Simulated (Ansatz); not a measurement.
`ClC[SiH2][TeH]` + `NCBCl` → `ClC[SiH2]Cl` + `NCB[TeH]`  (redistribution)

Computed with Ansatz on PBE0-D4/def2-TZVP structures; ΔE is electronic, products minus reactants. CCSD(T)/CBS is the MP2 limit (def2-TZVPP, def2-QZVPP) plus CCSD(T) − MP2 in def2-TZVPP, frozen cores. Functionals use def2-TZVPP. B3LYP here is the variant with VWN-RPA as its local correlation; programs differ in this. def2 core potentials past Kr. For Te outer-core shells are correlated without core-valence functions, which leaves a few kJ/mol of doubt a bond. One conformer a species, not always the lowest.

```tsv
level	ΔE (kJ/mol)	difference from CCSD(T)/CBS
PBE-D4	0.5	7.6
r2SCAN-D4	-3.2	3.9
PBE0-D4	-0.1	7.0
B3LYP-D4	-2.0	5.1
ωB97X-V	-3.0	4.1
ωB97M-V	-2.8	4.3
B2PLYP	-5.6	1.5
PBE	-0.6	6.5
r2SCAN	-3.4	3.7
PBE0	-1.0	6.1
HF/def2-TZVPP	-6.2	0.9
MP2/def2-TZVPP	-7.1	0.0
SCS-MP2/def2-TZVPP	-8.4	-1.3
CCSD(T)/def2-TZVPP	-8.3	-1.2
MP2/def2-QZVPP	-6.6	0.5
CCSD/CBS(def2)	-6.9	0.2
CCSD(T)/CBS	-7.1	0
```

Largest T1 diagnostic among the species: 0.013.
